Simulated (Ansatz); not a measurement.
These are B3LYP-D3(BJ)/def2-TZVP // PBE0-D3(BJ)/def2-SVP (Ansatz, an electronic-structure program) values and carry that method's errors. All species are isolated molecules in the gas phase. One relaxed conformer stands for a flexible species; it need not be the lowest. B3LYP has the VWN-RPA correlation part, as in Gaussian.  In the def2 sets, heavy atoms carry core potentials.

Reference species (SMILES): `[CH3][Sn]([OH])([OH])[OH]` (neutral, multiplicity 1).

The HOMO is -8.13 eV, the vertical ionisation energy (Delta-SCF) is 10.26 eV and the HOMO–LUMO gap comes out as 6.86 eV.

Changed species: `[C](C)([Sn]([OH])([OH])[OH])(C)C` (Y = tert-butyl; the reference has Y = methyl).

Problem. Predict the effect on the HOMO, vertical ionisation energy (Delta-SCF) and HOMO–LUMO gap.

Solution. the HOMO increases by 0.70 eV, to -7.43 eV; the vertical ionisation energy (Delta-SCF) falls by 0.98 eV, to 9.28 eV; the HOMO–LUMO gap decreases by 0.70 eV, to 6.16 eV.
